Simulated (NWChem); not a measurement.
## Plane-wave run on Si (lonsdaleite type)

```
CELL_PARAMETERS angstrom
      3.63337     0.00000     0.00000
     -1.81669     3.14659     0.00000
      0.00000     0.00000     6.05997
ATOMIC_POSITIONS crystal
  Si 0.33333 0.66667 0.05995
  Si 0.66667 0.33333 0.55995
  Si 0.66667 0.33333 0.94005
  Si 0.33333 0.66667 0.44005
```

All runs are NWChem calculations. Origin of the cell: lattice set by a structure generator, not relaxed at this level; this structure type may not be the compound's usual one.

Norm-conserving pseudopotentials with valence charges Si 4, fixed occupations, no spin-orbit coupling, density cut at twice the wavefunction cutoff.

Level: LDA (Vosko), default library, cutoff 15 Ha, density from a 3×3×3 mesh. Bands run along Γ–M–K–Γ–A–L–H–A with k in units of the cell's reciprocal vectors.

**Question.** Give the band energies at the labelled points, in eV from the valence-band top.

**Answer.** 
```csv
point,k,band 5,band 6,band 7,band 8,band 9,band 10
Γ,0.000 0.000 0.000,-1.63,-0.14,0.00,0.00,1.50,2.04
M,0.500 0.000 0.000,-5.19,-3.43,-3.39,-1.65,0.07,2.43
K,0.333 0.333 0.000,-6.06,-3.99,-3.99,-3.98,0.35,5.38
A,0.000 0.000 0.500,-0.99,-0.99,-0.99,-0.99,2.25,2.25
L,0.500 0.000 0.500,-2.73,-2.73,-2.61,-2.61,0.87,0.87
H,0.333 0.333 0.500,-5.28,-5.28,-2.11,-2.11,1.54,1.54
```
Bands up to 8 are filled.
